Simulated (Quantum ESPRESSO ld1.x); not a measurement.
Species: He. Configuration: 2s2 (not the ground configuration).

Method: scalar-relativistic Kohn-Sham, LDA (Slater exchange, Perdew-Zunger correlation), spin-polarised, spherical densities, point nucleus; computed with ld1.x of Quantum ESPRESSO 7.5.

Energy parts (hartree):
part                   energy
total                 -0.7561
kinetic                0.7265
electron-nucleus      -1.7110
Hartree                0.5294
exchange-correlation  -0.3010

Orbitals (lengths in bohr, moments of r in powers of bohr; <r^-3> diverges for s and p1/2; r(max) is where P^2 peaks):
| orbital | occ. | eigenvalue (hartree) | <1/r> | <r^-3> | r(max) |
|---|---|---|---|---|---|
| 2s | 2 | -0.15856 | 0.4277 | - | 2.832 |

The highest occupied level is 2s at -4.315 eV. Summed over all electrons, <r^2> = 27.57 bohr^2, which gives a Langevin (diamagnetic) susceptibility term of -21.8 x 10^-6 cm^3/mol. The density falls to 0.001 e/bohr^3 at r = 4.73 bohr.
